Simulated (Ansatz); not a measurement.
Problem. Name a neutral molecule of C, N, Si and H with HOMO–LUMO gap (PBE/def2-TZVPP) between 4.15 and 4.45 eV and LUMO energy (PBE0/def2-TZVPP) between -0.25 and 0.05 eV (Ansatz, PBE0-D4/def2-TZVP geometry).

Solution. `C=C(N)[SiH2][SiH3]` (4.22 eV, -0.02 eV); `C1=C[SiH2]N1` (4.22 eV, 0.04 eV); `CN1C[SiH2]1` (4.19 eV, -0.11 eV); `C#C[SiH2]CN` (4.44 eV, -0.10 eV); `CC([SiH3])=C=N` (4.31 eV, -0.23 eV); `NC1(N)N[SiH2]1` (4.31 eV, -0.19 eV). Other molecules can fit too; these were computed, each in one conformer that needn't be the lowest.
